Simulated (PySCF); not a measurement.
Computed shifts of a molecule C3H11NSi2, PBE/pcSseg-1 (PySCF), GIAO, gas phase, atoms alike by connectivity averaged where their shifts nearly agree, in ppm (number of nuclei): ²⁹Si: -59.1 (1), -70.5 (1). ¹³C: 59.4 (1), 56.4 (1), 30.3 (1). ¹⁵N: 36.3 (1). ¹H: 4.87 (3), 4.53 (1), 4.37 (1), 4.25 (1), 4.24 (3), 2.69 (2). References: ²⁹Si against TMS (σ = 335.4 ppm); ¹³C against TMS (σ = 182.0 ppm); ¹⁵N against NH3 (σ = 267.0 ppm); ¹H against TMS (σ = 31.49 ppm), references at their B3LYP-D3(BJ)/def2-TZVP geometries, non-relativistic. Coordinates come from a r2SCAN-D4/def2-SVP optimisation. The values are those of a single conformer.

### Question
Which structure fits?
A. [SiH3][C@@H]1CCN1[SiH3]
B. C[C@@H]1[SiH2]CN1[SiH3]
C. C/C=N\C[SiH2][SiH3]
D. C[C@H]1[SiH2][SiH2]N1C

### Answer
A, [SiH3][C@@H]1CCN1[SiH3]
